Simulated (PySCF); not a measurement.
**Dipole moment and polarisability of `C#C[Si@@](N)(O)NC=O`**

Compound: C₃H₆N₂O₂Si.
Structure used (GFN2-xTB), in Å, numbered top down from 1:
```xyz
14
C3H6N2O2Si angstrom
C     -0.919    2.860    0.165
C     -0.776    1.677    0.008
Si    -0.528   -0.141   -0.250
N     -1.800   -0.955    0.572
O     -0.286   -0.560   -1.790
N      0.940   -0.582    0.645
C      2.135   -0.754    0.067
O      2.349   -0.691   -1.125
H     -1.047    3.895    0.304
H     -2.724   -0.567    0.495
H     -1.845   -1.960    0.512
H      0.646   -0.600   -2.056
H      0.906   -0.647    1.647
H      2.949   -0.974    0.783
```

Level: wB97X-D/def2-SVPD (PySCF), static field, nuclei fixed, core orbitals frozen in the response. The polarisability tensor in these axes (au):

```
x   78.70 -6.52 -4.04
y   -6.52 84.44  1.98
z   -4.04  1.98 70.80
```

**Question.** Give the principal values, the mean and the anisotropy Δα = √{½[(α1 − α2)² + (α2 − α3)² + (α1 − α3)²]}.

**Answer.** Principal values 69.06, 75.37 and 89.51 au; mean 77.98 au = 11.56 Å³ = 12.86 × 10⁻⁴⁰ C²·m²/J; Δα = 18.14 au (23 % of the mean).

**Question.** What is the dipole moment, and where does it point?

**Answer.** (-1.29, -0.07, 3.42) D, 3.66 D in size, pointing from the negative to the positive side. Measured along this direction, the outermost atoms are H12 at the negative end and H10 at the positive end.

**Question.** What would n − 1 = 2πNα be for an ideal gas of these molecules at 500 K and 1 atm, electronic part alone?

**Answer.** N = p/kT = 1.4678 × 10¹⁹ cm⁻³, so n − 1 = 2π × N × 11.56 × 10⁻²⁴ cm³ = 1066 × 10⁻⁶ at long wavelengths, for an ideal gas.

**Question.** What depolarisation ratio follows for Rayleigh scattering of linearly polarised light, taking the static tensor?

**Answer.** ρ = 3Δα²/(45ᾱ² + 4Δα²) = 987.3/(273639 + 1316.4) = 0.00359.

**Question.** Find the Langevin capture rate constant for H3O+ (19.018 u) meeting this molecule (130.020 u), k = 2.342 × 10⁻⁹ cm³/s × √(α in Å³ / reduced mass in u).

**Answer.** The reduced mass is 16.59 u, so k = 1.95 × 10⁻⁹ cm³/s. The formula leaves out the permanent dipole, which adds to the capture rate.

Isolated species at its GFN2-xTB geometry (one conformer only).
